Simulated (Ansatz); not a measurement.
`C[N](C)[Ge]([F])([F])[F]` → `[F][GeH]([F])[F]` + `C=NC` at 298.15 K and 1 bar (β-hydride elimination).

Computed with Ansatz on PBE0-D4/def2-TZVP structures; ΔE is electronic, products minus reactants. CBS: MP2 limit from def2 TZ/QZ plus the TZ coupled-cluster correction, frozen cores. For Ge outer-core shells are correlated without core-valence functions, which leaves a few kJ/mol of doubt a bond. Scalar relativity is left out up to krypton. One conformer a species, not always the lowest.

```csv
species,CCSD(T)/CBS energy (Eh),H − E (kJ/mol),S (J/(mol·K))
`C[N](C)[Ge]([F])([F])[F]`,-2510.03269,263.5,406.1
`[F][GeH]([F])[F]`,-2376.20168,55.1,294.6
`C=NC`,-133.77870,191.7,260.0
```

H − E and S are ideal-gas, rigid-rotor, harmonic terms from PBE0-D4/def2-TZVP, for one conformer and one mirror image of each species. 1 Eh = 2625.50 kJ/mol, R = 8.31446 J/(mol·K).

**Question.** By hand: ΔE, ΔH, ΔS and ΔG.

**Answer.** ΔE = (-2376.20168) + (-133.77870) − (-2510.03269) = 0.05231 Eh = 137.3 kJ/mol. Δ(H − E) = 55.1 + 191.7 − 263.5 = -16.7, so ΔH = 120.6 kJ/mol. ΔS = 294.6 + 260.0 − 406.1 = 148.5 J/(mol·K). ΔG = 120.6 − 298.15 × (148.5)/1000 = 76.3 kJ/mol.

**Question.** By hand: the equilibrium constant, and the temperature at which ΔG would vanish if ΔH and ΔS stayed fixed.

**Answer.** log₁₀ K = −ΔG/(RT ln 10) = -13.4. ΔG = 0 at ΔH/ΔS = 812 K.

The number of gas molecules changes by +1, which sets the sign of ΔS. A doubt of 5 kJ/mol in ΔE shifts log₁₀ K by 0.9 here. Other conformers and mirror images would add mixing entropy, several J/(mol·K) or more a flexible species. Modes under 60 cm⁻¹, often nearly free rotors, make the harmonic entropy too high. These are equilibria of isolated gas molecules and say nothing of rates. Largest T1 diagnostic: 0.012 (customary marks: 0.02 for closed shells, 0.045 for open ones).
